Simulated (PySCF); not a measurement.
CH3F, charge +1, doublet, at a GFN2-xTB geometry (a state made from the parent by changing its charge; the spin is typed, not shown lowest), with bond 4-1 at 1.25 times its length; HF/6-311G** (PySCF).

Input for PySCF:
```python
from pyscf import gto, scf

mol = gto.Mole()
mol.atom = '''
    C    -0.573091    0.083992    0.112141
    F     0.703991   -0.111493   -0.094918
    H    -0.844972   -0.070800    1.167900
    H    -0.955758    1.330935   -0.451318
    H    -1.173176   -0.511259   -0.647857
'''
mol.basis = '6-311g**'
mol.charge = 1
mol.spin = 1
mol.verbose = 4
mol.build()

mf = scf.UHF(mol)
mf.kernel()
mo_i, mo_e, stable_i, stable_e = mf.stability(internal=True, external=True, return_status=True, nroots=6, tol=1e-6)
print('internally stable:', stable_i, ' externally stable:', stable_e)
if not stable_i:
    umf = mf.copy()
    umf.scf_summary = {}
    umf.kernel(umf.make_rdm1(mo_i, mf.mo_occ))
mf.analyze()
```

The log (banner, timings and long lists left out):

```
PySCF version 2.14.0

[INPUT] verbose = 4
[INPUT] num. atoms = 5
[INPUT] num. electrons = 17
[INPUT] charge = 1
[INPUT] spin (= nelec alpha-beta = 2S) = 1
[INPUT] symmetry False subgroup None
[INPUT] Mole.unit = angstrom
[INPUT] Symbol           X                Y                Z      unit          X                Y                Z       unit  Magmom
[INPUT]  1 C     -0.573091000000   0.083992000000   0.112141000000 AA   -1.082985034453   0.158721876654   0.211915777335 Bohr   0.0
[INPUT]  2 F      0.703991000000  -0.111493000000  -0.094918000000 AA    1.330350184159  -0.210691234806  -0.179369024291 Bohr   0.0
[INPUT]  3 H     -0.844972000000  -0.070800000000   1.167900000000 AA   -1.596765662926  -0.133792609619   2.207011140880 Bohr   0.0
[INPUT]  4 H     -0.955758000000   1.330935000000  -0.451318000000 AA   -1.806120861362   2.515102639598  -0.852867415086 Bohr   0.0
[INPUT]  5 H     -1.173176000000  -0.511259000000  -0.647857000000 AA   -2.216981335913  -0.966139488719  -1.224272297882 Bohr   0.0

nuclear repulsion = 37.4651474796497
number of shells = 28
number of NR pGTOs = 86
number of NR cGTOs = 54
basis = 6-311g**
ecp = {}

******** <class 'pyscf.scf.uhf.UHF'> ********
method = UHF
initial guess = minao
damping factor = 0
level_shift factor = 0
DIIS = <class 'pyscf.scf.diis.CDIIS'>
diis_start_cycle = 1
diis_space = 8
diis_damp = 0
SCF conv_tol = 1e-09
SCF conv_tol_grad = None
SCF max_cycles = 50
direct_scf = True
direct_scf_tol = 1e-13
number electrons alpha = 9  beta = 8
Set gradient conv threshold to 3.16228e-05
init E= -138.945323803646

cycle= 1 E= -138.496671732891  delta_E= 0.449  |g|= 0.463  |ddm|= 0.98
cycle= 2 E= -138.591817257055  delta_E= -0.0951  |g|= 0.274  |ddm|= 0.413
cycle= 3 E= -138.617116158387  delta_E= -0.0253  |g|= 0.0594  |ddm|= 0.143
cycle= 4 E= -138.619147843451  delta_E= -0.00203  |g|= 0.0229  |ddm|= 0.0456
cycle= 5 E= -138.61982199929  delta_E= -0.000674  |g|= 0.00997  |ddm|= 0.0265
cycle= 6 E= -138.620121913754  delta_E= -0.0003  |g|= 0.00498  |ddm|= 0.0189
cycle= 7 E= -138.620234103732  delta_E= -0.000112  |g|= 0.00281  |ddm|= 0.0129
cycle= 8 E= -138.62027965881  delta_E= -4.56e-05  |g|= 0.00166  |ddm|= 0.00886
cycle= 9 E= -138.620299973232  delta_E= -2.03e-05  |g|= 0.000692  |ddm|= 0.00771
cycle= 10 E= -138.620302930523  delta_E= -2.96e-06  |g|= 0.000289  |ddm|= 0.00316
cycle= 11 E= -138.62030327107  delta_E= -3.41e-07  |g|= 0.000126  |ddm|= 0.000958
cycle= 12 E= -138.620303326954  delta_E= -5.59e-08  |g|= 5.29e-05  |ddm|= 0.000345
cycle= 13 E= -138.620303335093  delta_E= -8.14e-09  |g|= 2.15e-05  |ddm|= 0.000124
cycle= 14 E= -138.620303336095  delta_E= -1e-09  |g|= 9.74e-06  |ddm|= 4.24e-05
cycle= 15 E= -138.62030333625  delta_E= -1.55e-10  |g|= 4.4e-06  |ddm|= 1.72e-05
Extra cycle  E= -138.620303336277  delta_E= -2.75e-11  |g|= 3.01e-06  |ddm|= 4.12e-06
converged SCF energy = -138.620303336277  <S^2> = 0.76702213  2S+1 = 2.0169503
uhf_internal: lowest eigs of H = [0.16442844 0.26517774 0.40825994 0.54450485 0.63662138 0.6859882 ]
<class 'pyscf.scf.uhf.UHF'> wavefunction is stable in the internal stability analysis
uhf_real2complex: lowest eigs of H = [0.10018284 0.23009853 0.26661862 0.285448   0.36918689 0.39221064]
<class 'pyscf.scf.uhf.UHF'> wavefunction is stable in the real -> complex stability analysis
uhf_external: lowest eigs of H = [2.55438338e-07 8.51160532e-02 2.05156732e-01 2.21845812e-01
 2.69701596e-01 3.17154102e-01]
<class 'pyscf.scf.uhf.UHF'> wavefunction is stable in the UHF/UKS -> GHF/GKS stability analysis
internally stable: True  externally stable: True
**** SCF Summaries ****
Total Energy =                        -138.620303336277402
Nuclear Repulsion Energy =              37.465147479649666
One-electron Energy =                 -260.322812890270029
Two-electron Energy =                   84.237362074342968
Two-electron Coulomb Energy =          100.151800580146173
DFT Exchange-Correlation Energy =      -15.914438505803204
**** MO energy ****
                             alpha | beta                alpha | beta
MO #1   energy= -26.6459942948974  | -26.6337459881679  occ= 1 | 1
MO #2   energy= -11.7059812787269  | -11.703004062979   occ= 1 | 1
MO #3   energy= -1.97018026555543  | -1.93937073319179  occ= 1 | 1
MO #4   energy= -1.28942016985266  | -1.23488477501854  occ= 1 | 1
MO #5   energy= -1.05935984474647  | -1.0472499278971   occ= 1 | 1
MO #6   energy= -1.05735062288515  | -1.01101194014846  occ= 1 | 1
MO #7   energy= -1.03579734233078  | -0.933270287517804 occ= 1 | 1
MO #8   energy= -0.875499014791807 | -0.8492893447897   occ= 1 | 1
MO #9   energy= -0.856687056744684 | -0.369137833374349 occ= 1 | 0
MO #10  energy= -0.153146056383161 | -0.103202026689612 occ= 0 | 0
MO #11  energy= -0.0582201549104902 | -0.0259211130372488 occ= 0 | 0
MO #12  energy= -0.0145540713987661 | -0.0119139031583683 occ= 0 | 0
MO #13  energy= -0.00637044246388769 | 0.0063049545043902 occ= 0 | 0
MO #14  energy= 0.101616906343043  | 0.161548590753913  occ= 0 | 0
MO #15  energy= 0.190429075724666  | 0.21377114518976   occ= 0 | 0
MO #16  energy= 0.257831954589921  | 0.298401215449129  occ= 0 | 0
MO #17  energy= 0.391012460170676  | 0.398276046287055  occ= 0 | 0

To work with the spin densities directly, `use mulliken_meta_spin()` only printing them here.

 ** Mulliken spin pop alpha/beta on meta-lowdin orthogonal AOs **
 ** Mulliken Spin Density (per AO)  **
spin_pop of  0 C 1s       -0.00000
spin_pop of  0 C 2s       -0.01316
spin_pop of  0 C 3s        0.00038
spin_pop of  0 C 4s        0.00001
spin_pop of  0 C 2px      -0.01919
spin_pop of  0 C 2py       0.30578
spin_pop of  0 C 2pz      -0.02176
spin_pop of  0 C 3px       0.00017
spin_pop of  0 C 3py       0.00181
spin_pop of  0 C 3pz       0.00040
spin_pop of  0 C 4px       0.00002
spin_pop of  0 C 4py       0.00050
spin_pop of  0 C 4pz       0.00008
spin_pop of  0 C 3dxy      0.00045
spin_pop of  0 C 3dyz      0.00117
spin_pop of  0 C 3dz^2    -0.00009
spin_pop of  0 C 3dxz     -0.00020
spin_pop of  0 C 3dx2-y2    0.00138
spin_pop of  1 F 1s       -0.00000
spin_pop of  1 F 2s        0.00492
spin_pop of  1 F 3s        0.00001
spin_pop of  1 F 4s        0.00000
spin_pop of  1 F 2px       0.00006
spin_pop of  1 F 2py       0.16468
spin_pop of  1 F 2pz       0.00049
spin_pop of  1 F 3px       0.00024
spin_pop of  1 F 3py       0.00144
spin_pop of  1 F 3pz       0.00009
spin_pop of  1 F 4px       0.00000
spin_pop of  1 F 4py      -0.00005
spin_pop of  1 F 4pz      -0.00004
spin_pop of  1 F 3dxy     -0.00016
spin_pop of  1 F 3dyz      0.00000
spin_pop of  1 F 3dz^2    -0.00001
spin_pop of  1 F 3dxz     -0.00000
spin_pop of  1 F 3dx2-y2    0.00001
spin_pop of  2 H 1s       -0.00564
spin_pop of  2 H 2s        0.00014
spin_pop of  2 H 3s        0.00013
spin_pop of  2 H 2px      -0.00002
spin_pop of  2 H 2py      -0.00003
spin_pop of  2 H 2pz       0.00003
spin_pop of  3 H 1s        0.47772
spin_pop of  3 H 2s        0.00662
spin_pop of  3 H 3s        0.00007
spin_pop of  3 H 2px       0.00022
spin_pop of  3 H 2py       0.00167
spin_pop of  3 H 2pz       0.00073
spin_pop of  4 H 1s        0.08581
spin_pop of  4 H 2s        0.00255
spin_pop of  4 H 3s        0.00032
spin_pop of  4 H 2px       0.00019
spin_pop of  4 H 2py      -0.00051
spin_pop of  4 H 2pz       0.00056
 ** Mulliken Spin Density (per atom)  **
spin density of  0 C =      0.25775
spin density of  1 F =      0.17167
spin density of  2 H =     -0.00539
spin density of  3 H =      0.48704
spin density of  4 H =      0.08892
 ** Mulliken pop alpha/beta on meta-lowdin orthogonal AOs **
 ** Mulliken pop       alpha | beta **
In total             9.00000 | 8.00000
 ** Mulliken atomic charges   ( Nelec_alpha | Nelec_beta ) **
charge of  0C =      0.29875  (     2.97950      2.72175 )
charge of  1F =     -0.12675  (     4.64921      4.47754 )
charge of  2H =      0.21641  (     0.38910      0.39449 )
charge of  3H =      0.36646  (     0.56029      0.07325 )
charge of  4H =      0.24513  (     0.42189      0.33297 )

WARN: System has nonzero charge 1; the dipole moment is origin-dependent.
Location of origin: [0. 0. 0.]

Dipole moment(X, Y, Z, Debye): -4.51481,  1.80407, -0.17132
```
